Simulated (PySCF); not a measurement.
How methods differ on the interval between two levels of Pb⁺

Pb⁺ [Xe] 4f14 5d10 6s2 6p1 [2P3/2, M_J = 3/2] → Pb⁺ [Xe] 4f14 5d10 6s1 6p2 [4P5/2, M_J = 5/2], as a difference of total energies. All numbers are calculated (PySCF 2.14, the two-component X2C-1e Hamiltonian, in x2c-SVPall-2c with one added diffuse shell each of s, p type (8s12p7d2f, 93 functions)). Correlated levels: [Kr] 4d10 4f14 frozen; the 22 highest virtual spinors dropped. "Screened" scales the spin-orbit matrix elements by Boettger's factors to mimic the two-electron term; Breit and QED terms are absent.

```
                    method  interval between two levels (cm⁻¹)  error (cm⁻¹)
           GHF (spin-free)                               49483        -10342
          GMP2 (spin-free)                               62086         +2261
 GHF (screened spin-orbit)                               46783        -13042
GMP2 (screened spin-orbit)                               58965          -860
```

Reference: 59825 cm⁻¹ (measured; NIST Handbook of Basic Atomic Spectroscopic Data (Sansonetti and Martin, J. Phys. Chem. Ref. Data 34, 1559 (2005))).

The spin-free rows relax to the high-spin LS determinant and lack the spin-orbit shift.

Errors of the correlated levels include the incompleteness of this basis and the frozen core.

The labels give the starting determinants; with spin-orbit coupling the two ends relaxed to ⟨J²⟩ = 3.76, ⟨L²⟩ = 2.19, ⟨S²⟩ = 0.94 and ⟨J²⟩ = 8.76, ⟨L²⟩ = 2.61, ⟨S²⟩ = 3.64.
